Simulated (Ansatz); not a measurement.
Frontier orbitals of CH$_{3}$ClOSi, SMILES `Cl[SiH]1CO1`.

Charge 0, multiplicity 1. The structure was optimised at the PBE0-D4/def2-TZVP level. Basis def2-TZVPP, Ansatz 0.2.0.

Orbital energies of one run (eV). Highest occupied ones, from the top: -10.26, -11.08, -12.13, -12.75, -13.66, -13.95, -15.23, -15.99, -17.80, -21.37, -26.52, -31.38, -103.00, -103.06. Empty: 1.74, 2.58, 3.18, 4.12, 4.49, 4.74.

(1) Which functional gave them?
A. ωB97X-V
B. BHLYP
C. BLYP
D. CAM-B3LYP

Results:

(1) A. HOMO energies: ωB97X-V -10.26, BHLYP -9.10, CAM-B3LYP -9.27, BLYP -6.45 eV.
